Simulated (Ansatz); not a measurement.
`C[Se][SnH3]` + `O[AsH2]` → `CO[AsH2]` + `[SeH][SnH3]`  (substitution at a C–Se bond)

Calculated with Ansatz (gas phase, PBE0-D4/def2-TZVP geometries, no zero-point term in ΔE). CCSD(T)/CBS is the MP2 limit (def2-TZVPP, def2-QZVPP) plus CCSD(T) − MP2 in def2-TZVPP, frozen cores. Functionals use def2-TZVPP. HSE06 is defined as in plane-wave codes. def2 core potentials past Kr. For As, Se, Sn outer-core shells are correlated without core-valence functions, which leaves a few kJ/mol of doubt a bond. Scalar relativity is left out up to krypton.

`C[Se][SnH3]`:

Cartesian coordinates in Å:
```
C 0.317 -1.113 -1.256
Se -0.616 -1.326 0.454
Sn -0.334 1.050 1.252
H -0.193 -0.385 -1.885
H 1.353 -0.821 -1.094
H 0.289 -2.089 -1.739
H 1.332 1.425 1.316
H -1.044 1.145 2.796
H -1.102 2.113 0.156
```

`O[AsH2]`:

Z-matrix (Å, degrees):
```
As
O 1 1.802
H 1 1.527 2 95.9
H 1 1.527 2 95.9 3 91.9
H 2 0.960 1 107.7 3 134.2
```

`CO[AsH2]`:

```xyz
8

C     0.560    0.383   -0.742
O     0.855    0.135    0.611
As   -0.427   -0.567    1.634
H    -0.268    1.095   -0.851
H     0.293   -0.540   -1.272
H     1.454    0.809   -1.204
H    -0.891   -1.658    0.654
H    -1.576    0.344    1.170
```

`[SeH][SnH3]`:

Z-matrix (Å, degrees):
```
Sn
Se 1 2.533
H 1 1.702 2 104.9
H 1 1.705 2 109.7 3 119.5
H 1 1.705 2 109.7 3 -119.5
H 2 1.469 1 92.3 3 179.8
```

```
        level  ΔE (eV)
    revPBE-D4     0.36
     HSE06-D4     0.35
 CAM-B3LYP-D4     0.27
MP2/CBS(def2)     0.46
```

Problem. What does CCSD(T)/CBS give? (Estimate.)

Solution. Computed: +0.38 eV. The listed levels differ from it by -0.02, -0.03, -0.11, 0.08 eV.

Largest T1 diagnostic among the species: 0.012.

In def2-TZVPP, CCSD(T) changes the Hartree–Fock value by +0.12 eV (the triples alone add +0.01 eV) and MP2 by +0.19 eV. Leaving LDA and LC-ωPBE aside and taking each functional with its dispersion term where it has one, the values, not all of them listed here, spread over 0.09 eV, from CAM-B3LYP-D4 to PBE-QIDH. LDA lies −0.08 eV from PBE without D4.
